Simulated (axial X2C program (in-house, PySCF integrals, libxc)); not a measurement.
Spin–orbit effects down a group: molecules with Cu (ions), HF

All values come from calculations with an axial X2C code built on PySCF integrals, spin-free (one-electron X2C) or two-component (2c: spin–orbit coupling with atomic mean-field Coulomb and Gaunt terms, which also bring small scalar terms), in Dyall basis sets with cores contracted in-house; open shells are unrestricted.

Basis sets: Cu dyall-acv3z, Cu dyall-av3z, H dyall-av3z, Li dyall-av3z, Na dyall-av3z.

| molecule | spin-free state | Re (Å) | ωe (cm⁻¹) | De (eV) | 2c state | Re 2c (Å) | ωe 2c (cm⁻¹) | De 2c (eV) |
| --- | --- | --- | --- | --- | --- | --- | --- | --- |
| CuH⁻ | M_S = 1/2, Λ = 0 | 1.606 | 1413.0 | 1.59 | Ω = 1/2 | 1.606 | 1411.9 | 1.59 |
| LiCu⁻ | M_S = 1/2, Λ = 0 | 2.807 | 193.4 | 0.80 | Ω = 1/2 | 2.808 | 193.3 | 0.80 |
| NaCu⁻ | M_S = 1/2, Λ = 0 | 3.110 | 104.3 | 0.65 | Ω = 1/2 | 3.111 | 104.2 | 0.65 |

Question: Work out the shifts from the spin-free to the two-component result.

Answer: 

| molecule | 2c state | ΔRe (Å) | Δωe (cm⁻¹) | ΔDe (eV) |
| --- | --- | --- | --- | --- |
| CuH⁻ | Ω = 1/2 | 0.000 | -1.1 | 0.00 |
| LiCu⁻ | Ω = 1/2 | 0.001 | -0.1 | 0.00 |
| NaCu⁻ | Ω = 1/2 | 0.001 | -0.1 | 0.00 |

Shifts of one unit in the last digit are rounding.

Fragments in 2c: Cu- + H, Cu- + Li, Cu- + Na. Each entry is the lowest single determinant of a limited PBE0 search at one distance. De goes to single-determinant-based atoms at the same level (for ions the charge split of lowest energy) and is withheld (n/a) where an atom does not fit its ground term or J level. Main or longest-lived isotopes. One determinant is a doubtful description, or other states lie close, for LiCu⁻, NaCu⁻; these need not be ground states, and all values refer to the states named.
